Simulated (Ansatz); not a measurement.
Cartesian coordinates (Å):
SMILES: [SiH3][Al]([SiH3])[SiH3]
```xyz
13

Si     2.4483    -0.4805     0.1426
Al     0.0427     0.0141    -0.0298
Si    -0.8142     2.3054    -0.3170
Si    -1.5989    -1.8148     0.1489
H      2.7729    -0.8906     1.5369
H      2.8248    -1.6154    -0.7429
H      3.3242     0.6699    -0.1993
H     -1.9460     2.3534    -1.2812
H     -1.3318     2.8029     0.9879
H      0.2174     3.2692    -0.7812
H     -0.9901    -3.1362     0.4517
H     -2.5992    -1.5265     1.2125
H     -2.3502    -1.9511    -1.1293
```
Charge 0, spin multiplicity 1.

All values below come from frozen-core CCSD(T)/cc-pVTZ // B3LYP-D3(BJ)/def2-TZVP (Ansatz, a quantum-chemistry and plane-wave program).

```yaml
HF energy: -1113.98296 Ha
MP2 correlation energy: -0.45958 Ha
```

Task: Estimate the CCSD correlation energy, the (T) correction, the total energy and the T1 diagnostic.

Result: 
- CCSD correlation energy: -0.54529 Ha
- (T) correction: -0.01870 Ha
- CCSD(T) total energy: -1114.54695 Ha
- T1 diagnostic: 0.014
